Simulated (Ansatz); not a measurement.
nido-B6H10 (SH for H, site c on B) (B₆H₁₀S). Charge 0, multiplicity 1. Geometry PBE0-D4/def2-SVP, basis def2-TZVP, Ansatz.

```csv
run,HOMO (eV),LUMO (eV)
A,-6.16,-1.95
B,-6.60,-1.65
C,-5.95,-2.15
D,-6.99,-1.28
E,-6.08,-2.37
```

HSE06 is defined as in plane-wave codes, on full-range PBE exchange.

Task: The runs used HSE06, LDA (SPW92), PBE, PBE0, r2SCAN. Estimate which is which.

Result: A r2SCAN (0 % exact exchange); B HSE06 (range-separated); C PBE (0 % exact exchange); D PBE0 (25 % exact exchange); E LDA (SPW92) (0 % exact exchange). Exact exchange lowers occupied and raises empty levels; among semilocal functionals meta-GGAs tend to open the gap a little, and such runs are hard to tell apart. The gap grows from 3.71 eV (LDA (SPW92)) to 5.71 eV (PBE0).
